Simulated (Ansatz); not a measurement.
Computed with Ansatz.

A structure relaxed at PBE0-D4/def2-TZVP, charge 0, multiplicity 1:

```csv
atom,x (Å),y (Å),z (Å)
O1,-1.317,-1.543,0.012
Si2,-0.191,-0.743,-0.867
O3,0.837,0.139,0.071
P4,0.422,1.431,1.003
H5,-2.097,-1.062,0.293
H6,-0.860,0.177,-1.823
H7,0.642,-1.763,-1.526
H8,1.478,2.311,0.633
H9,1.087,1.052,2.204
```

(1) Give its formula and SMILES.

(2) Summarise the bond lengths by kind.

Results:

(1) H5O2PSi, `O[SiH2]OP`.

(2) 2 × O–Si 1.637 to 1.647 Å; 1 × H–O 0.958 Å; 2 × H–Si 1.473 to 1.486 Å; 1 × O–P 1.646 Å; 2 × H–P 1.424 Å.
